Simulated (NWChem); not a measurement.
System: CdHF; SMILES [CdH][F]

All runs: NWChem. Medium grid unless said otherwise, to which SCAN and Minnesota functionals are sensitive. All runs use the structure optimised with PBE0/def2-SVP. def2 effective core potentials on Cd; no spin-orbit coupling.

Question: Order these by “highest occupied level (eV)”, lowest first: B3LYP/def2-TZVP; KT2/def2-TZVP; CAM-B3LYP/def2-TZVP; LRC-wPBEh/def2-TZVP; MN15/def2-TZVP.

Answer: LRC-wPBEh/def2-TZVP (-11.24), CAM-B3LYP/def2-TZVP (-10.82), MN15/def2-TZVP (-10.17), B3LYP/def2-TZVP (-9.25), KT2/def2-TZVP (-7.87)
